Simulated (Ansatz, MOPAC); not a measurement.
A ladder of methods for BaS (SMILES [S][Ba])

BaS, singlet, SMILES `[S][Ba]`. Each level relaxes the structure for itself.

Each level gives the equilibrium bond length (Å). The values are calculated.

**The experiment to reproduce.** Huber and Herzberg, Constants of Diatomic Molecules gives the equilibrium bond length of the gas as 2.507 Å.

```csv
level,kind,program,value (Å),computed − measured
AM1,semi-empirical,MOPAC,2.508,+0.001
MNDO,semi-empirical,MOPAC,2.501,-0.006
PM3,semi-empirical,MOPAC,2.514,+0.007
PM7-,semi-empirical,MOPAC,2.706,+0.199
SVWN5/def2-TZVP (core potential),LDA,Ansatz,2.501,-0.006
PBE-D3(BJ)/def2-TZVP (core potential),GGA,Ansatz,2.522,+0.015
r2SCAN/def2-TZVP (core potential),meta-GGA,Ansatz,2.524,+0.017
B3LYP-D4/def2-TZVP (core potential),global hybrid,Ansatz,2.530,+0.023
wB97X-V/def2-TZVP (core potential),range-separated hybrid,Ansatz,2.500,-0.007
CCSD(T)/def2-TZVP (core potential),coupled cluster or CI,Ansatz,2.530,+0.023
```

Nearest: AM1 (+0.001 Å); farthest: PM7- (+0.199 Å). Computed less measured by kind, in Å (def2-TZVP rows): semi-empirical -0.006 to +0.199; LDA -0.006; GGA +0.015; meta-GGA +0.017; global hybrid +0.023; range-separated hybrid -0.007; coupled cluster or CI +0.023.
